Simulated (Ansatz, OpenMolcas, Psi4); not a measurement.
How basis sets differ on GeO (SMILES [O]=[Ge])

GeO has 2 atoms, charge 0, and is taken as a singlet. As SMILES, `[O]=[Ge]`. The coordinates come from a PBE0-D4/def2-TZVP relaxation.

```xyz
2

O     0.0000    0.0000   -0.0230
Ge    0.0000    0.0000    1.5995
```

Each level gives the HOMO–LUMO gap (eV). The values are calculated.

```
      level          kind     program  value (eV)
HF/ANO-S-MB  Hartree–Fock  OpenMolcas       12.49
  HF/STO-3G  Hartree–Fock  OpenMolcas       13.95
   HF/3-21G  Hartree–Fock        Psi4       12.45
 HF/cc-pVDZ  Hartree–Fock      Ansatz       12.64
 HF/cc-pVTZ  Hartree–Fock  OpenMolcas       12.41
 HF/cc-pVQZ  Hartree–Fock      Ansatz       12.23
 HF/cc-pV5Z  Hartree–Fock      Ansatz       12.17
```

All-electron rows without a relativistic Hamiltonian named are non-relativistic. The values span 12.17 to 13.95 eV. A Hartree–Fock LUMO above zero doesn't converge with the basis: it sinks as sets grow more diffuse. Orbital gaps aren't excitation energies.
